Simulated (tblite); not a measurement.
Record of a relaxation.

C₂H₆FPSi₂.
SMILES with atom numbers: `[CH:1]#[C:2][Si@:3]([F:4])([SiH3:5])[PH2:6]` (hydrogens: H7 on C1; H8, H9, H10 on Si5; H11, H12 on P6)

Computed with GFN2-xTB (tblite), gas phase: L-BFGS steps from a force-field or distance-geometry start until the largest atomic force falls under 0.01 eV/Å. 14 of its 44 geometries are shown.

Step 0: E = -490.0913 eV, largest atomic force 1.252 eV/Å
```
atom  x, y, z in Å  |  force x, y, z in eV/Å
C1      2.418   -1.806   -0.317   -0.635   0.487   0.271
C2      1.503   -1.118    0.082    0.755  -0.508  -0.051
Si3     0.122   -0.060    0.741   -0.062   0.035  -1.250
F4     -0.218   -0.494    2.236   -0.017  -0.232   0.761
Si5    -1.751   -0.254   -0.599   -0.491  -0.102  -0.389
P6      0.845    2.044    0.797    0.247   0.767   0.077
H7      3.215   -2.404   -0.675   -0.174   0.119   0.048
H8     -2.249   -1.647   -0.664    0.061   0.308  -0.005
H9     -1.438    0.182   -1.996   -0.105  -0.135   0.493
H10    -2.860    0.616   -0.110    0.286  -0.243  -0.155
H11    -0.397    2.657    1.070    0.336  -0.316  -0.276
H12     0.811    2.283   -0.591   -0.202  -0.182   0.476
```

Step 3: E = -490.1758 eV, largest atomic force 0.465 eV/Å
```
atom  x, y, z in Å  |  force x, y, z in eV/Å
C1      2.415   -1.803   -0.317   -0.132   0.107   0.056
C2      1.512   -1.121    0.092    0.083  -0.019   0.149
Si3     0.117   -0.059    0.704   -0.102   0.121   0.154
F4     -0.213   -0.499    2.250    0.185   0.082  -0.419
Si5    -1.773   -0.258   -0.615   -0.089  -0.046  -0.017
P6      0.860    2.073    0.804    0.260   0.026   0.176
H7      3.206   -2.398   -0.672    0.026  -0.027  -0.023
H8     -2.248   -1.636   -0.665   -0.082  -0.056  -0.036
H9     -1.442    0.176   -1.977   -0.041  -0.011   0.028
H10    -2.849    0.606   -0.116   -0.016  -0.029  -0.040
H11    -0.385    2.643    1.056    0.046  -0.112  -0.165
H12     0.801    2.275   -0.571   -0.138  -0.036   0.137
```

Step 7: E = -490.2054 eV, largest atomic force 0.117 eV/Å
```
atom  x, y, z in Å  |  force x, y, z in eV/Å
C1      2.408   -1.796   -0.313   -0.036   0.044   0.039
C2      1.516   -1.115    0.124    0.056   0.005  -0.006
Si3     0.115   -0.033    0.686    0.107   0.027  -0.038
F4     -0.188   -0.495    2.215    0.017  -0.007   0.009
Si5    -1.786   -0.268   -0.618    0.017  -0.017   0.017
P6      0.896    2.083    0.828   -0.059  -0.041  -0.037
H7      3.199   -2.394   -0.671   -0.056   0.030   0.027
H8     -2.264   -1.646   -0.671   -0.054  -0.038  -0.013
H9     -1.451    0.174   -1.972   -0.038  -0.008  -0.061
H10    -2.855    0.601   -0.123   -0.080  -0.003  -0.005
H11    -0.369    2.621    1.030    0.033  -0.009   0.063
H12     0.781    2.267   -0.541    0.093   0.017   0.005
```

Step 10: E = -490.2083 eV, largest atomic force 0.101 eV/Å
```
atom  x, y, z in Å  |  force x, y, z in eV/Å
C1      2.407   -1.793   -0.310    0.039  -0.014  -0.004
C2      1.519   -1.111    0.128    0.001   0.050   0.014
Si3     0.123   -0.029    0.682   -0.097  -0.023   0.013
F4     -0.183   -0.495    2.211    0.020   0.010  -0.017
Si5    -1.786   -0.271   -0.617   -0.045  -0.002  -0.031
P6      0.895    2.080    0.828    0.059   0.036   0.024
H7      3.193   -2.391   -0.668    0.030  -0.035  -0.007
H8     -2.271   -1.650   -0.673   -0.013   0.034  -0.002
H9     -1.457    0.172   -1.978   -0.051  -0.033   0.022
H10    -2.864    0.599   -0.125    0.006  -0.057  -0.027
H11    -0.365    2.619    1.035   -0.012   0.007   0.042
H12     0.791    2.269   -0.540    0.063   0.027  -0.027
```

Step 13: E = -490.2123 eV, largest atomic force 0.094 eV/Å
```
atom  x, y, z in Å  |  force x, y, z in eV/Å
C1      2.409   -1.787   -0.302    0.053  -0.036  -0.027
C2      1.530   -1.095    0.137   -0.032   0.024  -0.026
Si3     0.121   -0.024    0.674   -0.083   0.034  -0.027
F4     -0.170   -0.493    2.202   -0.027  -0.002   0.042
Si5    -1.796   -0.277   -0.622    0.006  -0.005   0.011
P6      0.905    2.082    0.831    0.040  -0.017   0.039
H7      3.188   -2.393   -0.664    0.055  -0.036   0.001
H8     -2.289   -1.651   -0.678    0.001  -0.013   0.008
H9     -1.479    0.162   -1.984   -0.022  -0.014  -0.018
H10    -2.881    0.583   -0.134   -0.013  -0.012   0.005
H11    -0.358    2.615    1.053    0.027   0.030  -0.037
H12     0.822    2.278   -0.539   -0.006   0.046   0.031
```

Step 17: E = -490.2153 eV, largest atomic force 0.156 eV/Å
```
atom  x, y, z in Å  |  force x, y, z in eV/Å
C1      2.415   -1.786   -0.301   -0.062   0.046   0.023
C2      1.534   -1.087    0.128    0.008  -0.052  -0.065
Si3     0.110   -0.019    0.668    0.132  -0.079   0.027
F4     -0.170   -0.491    2.202   -0.019   0.022  -0.074
Si5    -1.804   -0.282   -0.624   -0.038  -0.005  -0.025
P6      0.917    2.079    0.841   -0.025  -0.003  -0.008
H7      3.195   -2.399   -0.658   -0.044   0.056   0.050
H8     -2.298   -1.657   -0.677    0.015  -0.017   0.014
H9     -1.498    0.151   -1.992   -0.013  -0.015   0.009
H10    -2.894    0.571   -0.137   -0.006  -0.003   0.008
H11    -0.344    2.622    1.053    0.033   0.035  -0.002
H12     0.839    2.296   -0.527    0.020   0.014   0.043
```

Step 20: E = -490.2184 eV, largest atomic force 0.069 eV/Å
```
atom  x, y, z in Å  |  force x, y, z in eV/Å
C1      2.420   -1.782   -0.298   -0.008  -0.010  -0.011
C2      1.535   -1.077    0.110   -0.058  -0.022   0.005
Si3     0.112   -0.019    0.658   -0.026   0.016  -0.055
F4     -0.173   -0.485    2.193   -0.011  -0.004  -0.068
Si5    -1.818   -0.290   -0.629    0.009  -0.004   0.016
P6      0.930    2.072    0.854    0.008   0.017   0.012
H7      3.199   -2.400   -0.643    0.011   0.025   0.018
H8     -2.309   -1.668   -0.675    0.035  -0.002   0.021
H9     -1.527    0.135   -2.004   -0.005  -0.011   0.031
H10    -2.916    0.555   -0.141    0.028  -0.007   0.006
H11    -0.320    2.637    1.055   -0.020   0.025   0.039
H12     0.868    2.323   -0.506    0.036  -0.024  -0.014
```

Step 23: E = -490.2216 eV, largest atomic force 0.213 eV/Å
```
atom  x, y, z in Å  |  force x, y, z in eV/Å
C1      2.419   -1.778   -0.297    0.022  -0.030  -0.017
C2      1.524   -1.079    0.093   -0.027  -0.009   0.008
Si3     0.110   -0.016    0.637   -0.122   0.166  -0.055
F4     -0.179   -0.481    2.167   -0.029  -0.046   0.038
Si5    -1.829   -0.299   -0.631    0.034  -0.013   0.026
P6      0.941    2.071    0.868   -0.016  -0.001   0.001
H7      3.205   -2.394   -0.624    0.073  -0.035  -0.021
H8     -2.309   -1.679   -0.667    0.025  -0.030   0.027
H9     -1.553    0.118   -2.007    0.008   0.011  -0.037
H10    -2.928    0.539   -0.141   -0.005   0.021   0.029
H11    -0.302    2.656    1.066    0.014  -0.019   0.012
H12     0.903    2.340   -0.490    0.022  -0.015  -0.010
```

Step 26: E = -490.2243 eV, largest atomic force 0.052 eV/Å
```
atom  x, y, z in Å  |  force x, y, z in eV/Å
C1      2.418   -1.777   -0.298   -0.015   0.010   0.010
C2      1.509   -1.082    0.074    0.010   0.013  -0.004
Si3     0.100   -0.001    0.614    0.023   0.004   0.035
F4     -0.190   -0.481    2.142   -0.024  -0.024   0.000
Si5    -1.839   -0.308   -0.631   -0.033   0.007  -0.039
P6      0.952    2.070    0.882    0.014   0.018  -0.011
H7      3.217   -2.389   -0.606   -0.011   0.010  -0.002
H8     -2.305   -1.693   -0.655    0.023  -0.022   0.030
H9     -1.578    0.102   -2.013    0.002   0.008  -0.035
H10    -2.939    0.526   -0.138   -0.008   0.011   0.024
H11    -0.282    2.676    1.076    0.006  -0.029  -0.002
H12     0.938    2.357   -0.473    0.012  -0.006  -0.005
```

Step 30: E = -490.2255 eV, largest atomic force 0.041 eV/Å
```
atom  x, y, z in Å  |  force x, y, z in eV/Å
C1      2.416   -1.775   -0.296    0.001   0.009   0.002
C2      1.506   -1.078    0.069   -0.001   0.025   0.012
Si3     0.099    0.006    0.611   -0.020  -0.025  -0.018
F4     -0.200   -0.487    2.135   -0.014  -0.005  -0.009
Si5    -1.846   -0.309   -0.638    0.034   0.013   0.018
P6      0.960    2.073    0.885    0.012  -0.026   0.007
H7      3.218   -2.385   -0.601   -0.020   0.008  -0.001
H8     -2.298   -1.702   -0.644    0.023   0.027   0.012
H9     -1.587    0.098   -2.023   -0.020  -0.007   0.003
H10    -2.945    0.524   -0.132    0.009  -0.013  -0.009
H11    -0.275    2.675    1.079    0.002  -0.005  -0.015
H12     0.953    2.360   -0.470   -0.004  -0.001  -0.003
```

Step 33: E = -490.2262 eV, largest atomic force 0.057 eV/Å
```
atom  x, y, z in Å  |  force x, y, z in eV/Å
C1      2.413   -1.771   -0.294    0.004   0.010  -0.002
C2      1.503   -1.073    0.066    0.015   0.000   0.006
Si3     0.095    0.006    0.606   -0.007   0.055   0.011
F4     -0.209   -0.492    2.126   -0.014  -0.006   0.008
Si5    -1.846   -0.307   -0.640    0.009   0.003   0.004
P6      0.967    2.071    0.888   -0.041  -0.032  -0.021
H7      3.216   -2.380   -0.597    0.014  -0.017  -0.013
H8     -2.287   -1.703   -0.634    0.011   0.015   0.001
H9     -1.597    0.094   -2.029   -0.019  -0.005   0.005
H10    -2.946    0.520   -0.130    0.000  -0.004  -0.011
H11    -0.269    2.674    1.079    0.026  -0.008  -0.008
H12     0.962    2.362   -0.467    0.003  -0.009   0.018
```

Step 36: E = -490.2266 eV, largest atomic force 0.016 eV/Å
```
atom  x, y, z in Å  |  force x, y, z in eV/Å
C1      2.413   -1.768   -0.293    0.007   0.003  -0.007
C2      1.503   -1.069    0.065    0.007  -0.006   0.006
Si3     0.093    0.009    0.605    0.013  -0.005   0.007
F4     -0.216   -0.495    2.122   -0.010   0.004  -0.002
Si5    -1.846   -0.306   -0.642   -0.008   0.001  -0.001
P6      0.969    2.066    0.889    0.003   0.009   0.006
H7      3.215   -2.379   -0.596    0.001  -0.002  -0.006
H8     -2.282   -1.702   -0.628    0.004  -0.004  -0.002
H9     -1.605    0.090   -2.032   -0.010   0.000   0.003
H10    -2.948    0.516   -0.130   -0.005   0.005  -0.008
H11    -0.264    2.673    1.078   -0.004   0.011   0.001
H12     0.969    2.364   -0.464    0.003  -0.016   0.001
```

Step 40: E = -490.2268 eV, largest atomic force 0.028 eV/Å
```
atom  x, y, z in Å  |  force x, y, z in eV/Å
C1      2.416   -1.765   -0.295    0.005  -0.009   0.000
C2      1.506   -1.068    0.067   -0.005   0.007   0.008
Si3     0.095    0.011    0.604   -0.020  -0.012  -0.016
F4     -0.224   -0.495    2.118   -0.001   0.002   0.008
Si5    -1.848   -0.306   -0.642    0.015  -0.002   0.012
P6      0.971    2.067    0.893    0.010   0.005   0.016
H7      3.216   -2.379   -0.597    0.002   0.006  -0.008
H8     -2.276   -1.704   -0.625   -0.001  -0.004   0.002
H9     -1.617    0.087   -2.034    0.002   0.004  -0.009
H10    -2.952    0.515   -0.133   -0.005   0.003   0.002
H11    -0.260    2.678    1.078   -0.004   0.005  -0.006
H12     0.976    2.359   -0.461    0.001  -0.003  -0.007
```

Step 43: E = -490.2269 eV, largest atomic force 0.009 eV/Å
```
atom  x, y, z in Å  |  force x, y, z in eV/Å
C1      2.416   -1.765   -0.296   -0.005  -0.002   0.003
C2      1.507   -1.068    0.069    0.001  -0.002   0.002
Si3     0.094    0.010    0.605    0.001   0.001   0.004
F4     -0.226   -0.496    2.120    0.001   0.002   0.001
Si5    -1.847   -0.305   -0.641   -0.005  -0.001  -0.005
P6      0.971    2.067    0.893   -0.005  -0.005  -0.003
H7      3.215   -2.379   -0.599    0.001   0.007  -0.006
H8     -2.274   -1.704   -0.624   -0.002   0.000   0.001
H9     -1.616    0.089   -2.034    0.003   0.001   0.001
H10    -2.951    0.517   -0.133    0.002  -0.003   0.001
H11    -0.261    2.678    1.076    0.002   0.003  -0.004
H12     0.974    2.356   -0.462    0.006  -0.002   0.004
```

Problem. Summarise the path.

Solution. The energy falls by 13.08 kJ/mol from step 0 to step 43; nine tenths of that is first reached at step 15. It falls at every step. The largest force goes from 1.252 to 0.009 eV/Å. Among the bonds Si3–F4 changes most, from 1.593 to 1.629 Å; the atoms move by 0.136 Å rms after alignment.

The cost below is that of the whole relaxation. Time: 0.46 s wall. Hardware: one thread, Arm Neoverse N1 (aarch64), no GPU (shared host).
